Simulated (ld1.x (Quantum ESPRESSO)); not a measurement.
# tin (Sn), TM: configuration errors across variants

- Element: tin (Sn)
- Generator: ld1.x (Quantum ESPRESSO) 7.5
- Type: norm-conserving Troullier–Martins (Kleinman–Bylander form)
- Functional: PBE
- Relativity: scalar-relativistic
- Frozen core: [Kr] 4d10
- Valence charge: 4
- Reference configuration: 5s2 5p2
- Partial waves: 5s (bound): rc 1.90 bohr; 5p (bound): rc 1.80 bohr; 5d channel at -0.05 Ry: rc 2.00 bohr
- Local potential: the d channel
- Core correction: Bessel-smoothed model core inside 1.45 bohr

All-electron excitation energies from the reference (eV): (1) 5s2 5p1 6.875; (2) 5s1 5p2 14.524; (3) 5s0 5p4 14.186; (4) 5s1 5p3 6.978; (5) 5s2 5p2.3 -0.849.

Tests that are not counted but printed errors over 1 eV. “base”: 5s2 5p0 (solver errors, printed error -20.5 eV); 5s1 5p0 (solver errors, printed error +11.0 eV). “wave 5s (bound): rc 1.90 bohr becomes 5s (bound): rc 2.06 bohr”: 5s2 5p0 (solver errors, printed error -20.6 eV); 5s1 5p0 (solver errors, printed error -2.6 eV). “wave 5d channel at -0.05 Ry: rc 2.00 bohr becomes 5d channel at 0.58 Ry: rc 2.00 bohr”: 5s1 5p0 (solver errors, printed error -3.0 eV). “all radii but the core radius scaled by about 1.24 (s 2.36, p 2.24, d 2.48 bohr)”: 5s1 5p0 (solver errors, printed error -5.0 eV).

2 further variants failed, have other tests or too few solved ones, and are left out.

A true bound ghost makes a file unfit for plane-wave use even where its test errors are small: the radial tests pick states by their node count and pass the ghost by. Where a test does run into it, the solver fails or the error is huge.

Errors AE − PS in meV (a dash: test not solved or not reliable):

| change | (1) | (2) | (3) | (4) | (5) | bound ghosts |
| --- | --- | --- | --- | --- | --- | --- |
| base | -9.0 | -39 | -54 | -14 | 0.0 | s, p |
| wave 5s (bound): rc 1.90 bohr becomes 5s (bound): rc 2.06 bohr | -9.0 | -39 | -54 | -14 | 0.0 | s, p |
| wave 5d channel at -0.05 Ry: rc 2.00 bohr becomes 5d channel at -0.05 Ry: rc 3.02 bohr | -42 | -159 | -152 | -35 | -2.3 | s, p |
| wave 5d channel at -0.05 Ry: rc 2.00 bohr becomes 5d channel at 0.58 Ry: rc 2.00 bohr | -8.4 | -37 | -54 | -13 | +0.1 | s, p |
| all radii but the core radius scaled by about 1.24 (s 2.36, p 2.24, d 2.48 bohr) | -12 | -62 | -103 | -25 | -0.2 | s, p |

Q: Give the same row for: wave 5p (bound): rc 1.80 bohr becomes 5p (bound): rc 2.14 bohr.

A: -8.9, -41, -68, -17, 0.0; bound ghosts: s, p. Not counted: 5s1 5p0 (solver errors, printed error -3.0 eV).
